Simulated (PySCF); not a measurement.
C5H4ClF3O.
Structure used (GFN2-xTB), in Å, numbered top down from 1:
```
atom  x, y, z in Å
C1    -1.9232   -0.1281    0.8102
C2    -0.6501   -0.6490    0.2795
C3     0.3870    0.0598   -0.1998
C4     0.3975    1.5306   -0.2330
O5    -0.5534    2.2460   -0.2035
Cl6    2.0151    2.2224   -0.2758
C7     1.6125   -0.6754   -0.6967
F8     2.6431   -0.6175    0.1596
F9     1.3649   -1.9829   -0.8803
F10    2.0501   -0.2163   -1.8744
H11   -2.1494   -0.6160    1.7573
H12   -2.7212   -0.3946    0.1158
H13   -1.9158    0.9497    0.9297
H14   -0.5579   -1.7293    0.2893
```

PySCF, density fitting, gas phase, GFN2-xTB geometry. The standard run uses grid level 2 after a coarse-grid start, the def2-universal JK fitting basis (with tight functions added where the orbital basis needs them), an energy threshold of 1e-9 Eh and DIIS. The changed runs have no coarse-grid stage.

Problem. Standard PBE0/ANO-RCC-VDZP: E = -1026.959902 Eh, HOMO -8.685 eV, LUMO -2.525 eV, dipole 3.659 D, 15 cycles (coarse-grid cycles included). What changes at PBE0/ANO-RCC-VDZP with: energy threshold 1e-07 Eh, start guess sap?

Solution. E = -1026.959902 Eh (0.000 mEh), HOMO -8.685 eV (0.000), LUMO -2.525 eV (0.000), dipole 3.659 D (0.000), 17 SCF cycles. The result matches the standard run within 0.02 mEh and 0.003 eV; such settings steer the iterations and don't enter the energy expression.

The cycles:
```
cycle   1  E = -938.0288161051  dE =  8.011e+01  |g| = 9.983e+00  |ddm| = 1.675e+01
cycle   2  E = -539.0223796031  dE =  3.990e+02  |g| = 2.806e+01  |ddm| = 4.138e+01
cycle   3  E = -937.0559390758  dE = -3.980e+02  |g| = 1.432e+01  |ddm| = 3.605e+01
cycle   4  E = -1004.3569397843  dE = -6.730e+01  |g| = 5.763e+00  |ddm| = 1.243e+01
cycle   5  E = -985.7494219126  dE =  1.861e+01  |g| = 1.004e+01  |ddm| = 1.540e+01
cycle   6  E = -1026.2706254979  dE = -4.052e+01  |g| = 1.651e+00  |ddm| = 1.264e+01
cycle   7  E = -1026.1781270398  dE =  9.250e-02  |g| = 1.647e+00  |ddm| = 2.664e+00
cycle   8  E = -1026.8810096367  dE = -7.029e-01  |g| = 5.309e-01  |ddm| = 2.055e+00
cycle   9  E = -1026.9155011679  dE = -3.449e-02  |g| = 4.272e-01  |ddm| = 9.297e-01
cycle  10  E = -1026.9551087908  dE = -3.961e-02  |g| = 1.423e-01  |ddm| = 4.691e-01
cycle  11  E = -1026.9585303157  dE = -3.422e-03  |g| = 6.491e-02  |ddm| = 1.337e-01
cycle  12  E = -1026.9598030381  dE = -1.273e-03  |g| = 2.071e-02  |ddm| = 9.397e-02
cycle  13  E = -1026.9598922693  dE = -8.923e-05  |g| = 7.026e-03  |ddm| = 2.416e-02
cycle  14  E = -1026.9599017092  dE = -9.440e-06  |g| = 1.623e-03  |ddm| = 6.544e-03
cycle  15  E = -1026.9599020671  dE = -3.579e-07  |g| = 1.004e-03  |ddm| = 2.043e-03
cycle  16  E = -1026.9599022639  dE = -1.968e-07  |g| = 2.662e-04  |ddm| = 9.363e-04
cycle  17  E = -1026.9599022771  dE = -1.326e-08  |g| = 1.082e-04  |ddm| = 2.950e-04
```
